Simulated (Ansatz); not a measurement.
Energy needed to pull apart CH$_{4}$B$_{2}$O (SMILES BOB=C), closed shell, into free ground-state atoms, from the structure below (displaced at random from a GFN2-xTB minimum); no zero-point or spin–orbit terms; open-shell atoms are treated unrestricted, in their ground-state multiplicity.

```json
{"atom": "B1", "x (Å)": "-1.4098", "y (Å)": "-1.2156", "z (Å)": "0.4181"}
{"atom": "O2", "x (Å)": "-0.4780", "y (Å)": "-0.4997", "z (Å)": "0.0776"}
{"atom": "B3", "x (Å)": "0.4566", "y (Å)": "0.3042", "z (Å)": "-0.1848"}
{"atom": "C4", "x (Å)": "1.3977", "y (Å)": "1.2165", "z (Å)": "-0.4618"}
{"atom": "H5", "x (Å)": "-2.5642", "y (Å)": "-0.9041", "z (Å)": "0.5321"}
{"atom": "H6", "x (Å)": "-1.1371", "y (Å)": "-2.3451", "z (Å)": "0.6798"}
{"atom": "H7", "x (Å)": "1.0530", "y (Å)": "2.3254", "z (Å)": "-0.4899"}
{"atom": "H8", "x (Å)": "2.4516", "y (Å)": "1.0670", "z (Å)": "-0.5520"}
```

Program: Ansatz 0.2.0. Basis: def2-TZVPP. Cores are frozen in the correlated methods.

| method | atomization energy (eV) |
| --- | --- |
| PBE-D4 | 33.68 |
| BLYP-D4 | 33.08 |
| r2SCAN-D4 | 33.21 |
| PBE0-D4 | 33.07 |
| HSE06-D4 | ? |
| wB97M-V | 33.03 |
| HF | 24.94 |
| MP2 | 32.60 |
| CCSD | ? |
| CCSD(T) | 31.75 |

Task: What does HSE06-D4 give? (Judge from chemistry; the value comes from the calculation.)

Result: The calculation gives: 33.11 eV, which is about 1.36 eV more than CCSD(T)/def2-TZVPP.

Task: What does CCSD give? (An estimate is asked for; the value comes from the calculation.)

Result: The calculation gives: 31.31 eV, which is about 0.44 eV less than CCSD(T)/def2-TZVPP.

In triple zeta the MP2 and coupled-cluster atomization energies are still short of their basis limit by a few kcal/mol a bond, whereas those of the functionals are nearly converged, so these differences are not deviations from converged CCSD(T).

T1 diagnostic: at most 0.015.

For scale, one of the runs: CCSD(T)/def2-TZVPP forces, 180 basis functions (an equivalent command: `ansatz run in.yaml --threads 4`). Time: 2 min of wall clock on 4 CPU threads; the host was shared. Peak host memory: 3.5 GiB.
